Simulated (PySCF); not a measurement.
# Correlation energy of B (boron, neutral)

[He] 2s2 3s1, 2S determinant (an excited configuration). Computed with PySCF 2.14 in aug-cc-pVTZ (5s4p3d2f, 46 functions), with the non-relativistic Hamiltonian (point nucleus). Frozen: 1s2; 3 electrons correlated.

```
  level  correlation energy (mhartree)
   CCSD                         -67.87
    (T)                          -0.82
CCSD(T)                         -68.69
  CCSDT                         -69.00
```

Diagnostics: T1 = 0.015, D1 = 0.0319, largest double amplitude 0.139.

The outer electron is Rydberg-like, and this basis confines it to a smaller radius and binds it less than a complete one would.

Cost of the coupled-cluster step: of the order of 0.6 core-seconds, for 3 correlated electrons.

Iterations:

```
CC2 = 0
CCSD nocc = (np.int64(2), np.int64(1)), nmo = (45, 45)
frozen orbitals [[0], [0]]
max_cycle = 100
direct = 0
conv_tol = 1e-08
conv_tol_normt = 1e-06
diis_space = 8
diis_start_cycle = 0
Init t2, MP2 energy = -0.0418210605614015
Init E_corr(UCCSD) = -0.041821060568867
cycle = 1  E_corr(UCCSD) = -0.0546354652384058  dE = -0.0128144047  norm(t1,t2) = 0.0729024
cycle = 2  E_corr(UCCSD) = -0.0606194701526832  dE = -0.00598400491  norm(t1,t2) = 0.0396413
cycle = 3  E_corr(UCCSD) = -0.06721353042755  dE = -0.00659406027  norm(t1,t2) = 0.0238782
cycle = 4  E_corr(UCCSD) = -0.0674986194179827  dE = -0.00028508899  norm(t1,t2) = 0.00955259
cycle = 5  E_corr(UCCSD) = -0.0681701599151569  dE = -0.000671540497  norm(t1,t2) = 0.00416064
cycle = 6  E_corr(UCCSD) = -0.0676254706136039  dE = 0.000544689302  norm(t1,t2) = 0.0015227
cycle = 7  E_corr(UCCSD) = -0.0679135494706871  dE = -0.000288078857  norm(t1,t2) = 0.000891558
cycle = 8  E_corr(UCCSD) = -0.0678944748304415  dE = 1.90746402e-05  norm(t1,t2) = 0.000280511
cycle = 9  E_corr(UCCSD) = -0.0678580326513476  dE = 3.64421791e-05  norm(t1,t2) = 0.000103338
cycle = 10  E_corr(UCCSD) = -0.0678661716667781  dE = -8.13901543e-06  norm(t1,t2) = 2.49016e-05
cycle = 11  E_corr(UCCSD) = -0.0678659808182972  dE = 1.90848481e-07  norm(t1,t2) = 2.82456e-06
cycle = 12  E_corr(UCCSD) = -0.067865915154777  dE = 6.56635202e-08  norm(t1,t2) = 1.39288e-06
cycle = 13  E_corr(UCCSD) = -0.0678659229999054  dE = -7.84512842e-09  norm(t1,t2) = 6.29036e-07
UCCSD converged
E(UCCSD) = -24.41481892468864  E_corr = -0.06786592299990542
UCCSD(T) correction = -0.000815549676424662
```
